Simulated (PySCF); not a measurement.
## Sc²⁺: excitation energy

Sc²⁺ [Ar] 3d1 (2D) → Sc²⁺ [Ar] 4s1 (2S), as a difference of total energies. Calculation: PySCF 2.14, in aug-cc-pVDZ; the non-relativistic Hamiltonian (point nucleus). The calculations carry no spin-orbit coupling.

| method | excitation energy (eV) |
| --- | --- |
| UHF | 3.349 |
| LDA | 3.857 |
| PBE | 3.971 |
| PBE0 | 3.993 |
| r2SCAN | 4.213 |
| TPSSh | 4.245 |
| M06 | 3.836 |
| revPBE | 4.049 |
| PW91 | 4.025 |

A first-order spin-orbit estimate (lowest level to lowest level, LS coupling) adds 0.016 eV.
